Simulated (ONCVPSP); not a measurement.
**Before and after: ONCV potential for tungsten (W)**

tungsten (W), optimised norm-conserving Vanderbilt (ONCV), made with ONCVPSP 4.0.1 (PBEsol, non-relativistic). Core [Kr] 4d10 4f14, reference 5s2 5p6 5d4 6s2. Waves: 5s+6s: rc 1.90 bohr, ncon 4, nbas 8, qcut 8.4 1/bohr, 2 projectors; 5p: rc 1.45 bohr, ncon 3, nbas 6, qcut 6 1/bohr, 2 projectors, debl 0.5 Ha; 5d: rc 2.60 bohr, ncon 3, nbas 7, qcut 6.1 1/bohr, 2 projectors, debl 3.9 Ha. Local part: polynomial inside 1.15 bohr (lpopt 5, dvloc0 2 Ha). Core correction: Teter function, parameters optimised by the program.

In the p channel the program set the typed energies aside and used -1.499, 0.250 Ha.

Change: s: rc 2.38.

Cutoffs: the cutoffs (Ha) at which the residual kinetic energy of the hardest occupied pseudo-wave falls to 1 and 0.1 mHa per electron; they do not see the model core or the augmentation charge, which bear on the density cutoff. Errors are all-electron minus pseudo energies relative to the spin-unpolarised reference configuration.

Question: What does the change do?

Answer: The potential gets neither clearly harder nor softer (20 Ha and 58 Ha → 20 Ha and 58 Ha); the p channel sets the loose cutoff, while the largest relative change is in s, which becomes softer; of the 4 tests that both files solve, the error grows in 2 and shrinks in 1 by more than 15 % and 0.3 meV (median size 2.1 → 2.6 meV); neither file shows a bound ghost.

| quantity | base | changed |
| --- | --- | --- |
| cutoff, loose | 20 Ha | 20 Ha |
| cutoff, tight | 58 Ha | 58 Ha |
| loose cutoff by channel | s 20 Ha, p 20 Ha, d 12 Ha | s 13 Ha, p 20 Ha, d 12 Ha |
| bound ghosts | none | none |
| GHOST(+) flags under 300 eV | s at 92.6 eV | s at 60.9 eV |
| error for 5s2 5p6 5d4 6s1, meV [ΔE 7.69 eV] | 0.0 | -0.5 |
| error for 5s2 5p6 5d4 6s0, meV [ΔE 21.57 eV] | +0.3 | -3.0 |
| error for 5s2 5p6 5d3 6s0, meV [ΔE 47.73 eV] | +3.8 | +2.2 |
| error for 5s2 5p6 5d3 6s2 6p1, meV [ΔE 5.43 eV] | +8.1 | +7.9 |
| p: phases at 1.47 bohr within 0.05 rad from the reference energy up to (Ha; the scan ends near 5) | 5.0 | 5.0 |
| d: phases at 2.63 bohr within 0.05 rad from the reference energy up to (Ha; the scan ends near 5) | to the end of the scan | to the end of the scan |
| rms error of d²Exc/dni dnj with the model core, mHa | 0.21 | 0.55 |
